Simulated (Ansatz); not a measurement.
Match the barriers

Saddle point of SiH5SeBr, singlet (SiH₃Br ([SiH3][Br]) + H₂Se → SiH₄Se ([SiH3][SeH]) + HBr; bonds formed: Si1–Se7, Br2–H6; bonds broken: Si1–Br2, H6–Se7), PBE0-D4/def2-TZVP structure:

```xyz
8
angstrom
Si -0.4993 0.6982 -0.3554
Br -1.5540 -0.9512 1.4540
H 0.4430 1.4417 -1.2668
H -1.0637 1.7819 0.4720
H -1.3017 -0.0854 -1.3160
H 0.5571 -1.4176 1.1000
Se 1.5395 -0.3869 0.5827
H 1.8790 -1.0807 -0.6703
```

Ansatz 0.2.0; basis: def2-TZVPP, with def2-QZVPP for the basis limit; cores frozen in the correlated methods. Filled d shells of the heavier atoms are correlated. The def2 sets are not built for correlating such inner shells, so the correlated values are less sure here. B3LYP uses VWN-RPA correlation. Extrapolation: Hartree–Fock as exp(−7.88 √X), correlation as X^−2.97. Four methods, as single points on the PBE0-D4 structures, gave these electronic barriers from the start structure: 117.5, 144.5, 160.8, 206.7 kJ/mol.

Task: The methods were, in alphabetical order, B3LYP-D4, BHLYP-D4, HF, PBE-D4. Which gave which? (Judge from chemistry; the calculation decides.)

Result: Computed: PBE-D4 117.5; B3LYP-D4 144.5; BHLYP-D4 160.8; HF 206.7 kJ/mol. For comparison, CCSD(T) at an estimated basis limit (MP2 extrapolated from triple and quadruple zeta, plus CCSD(T) − MP2 in triple zeta) gives 152.8 kJ/mol.

The T1 diagnostic stays at or below 0.010.

Labels in which every atom is bracketed show which atoms are joined, not bond orders.

For scale, one of the runs: CCSD(T)/def2-TZVPP, 208 basis functions (an equivalent command: `ansatz run in.yaml --threads 4`). Time: 2.1 min of wall clock on 4 CPU threads; the host was shared. Peak host memory: 2.8 GiB.
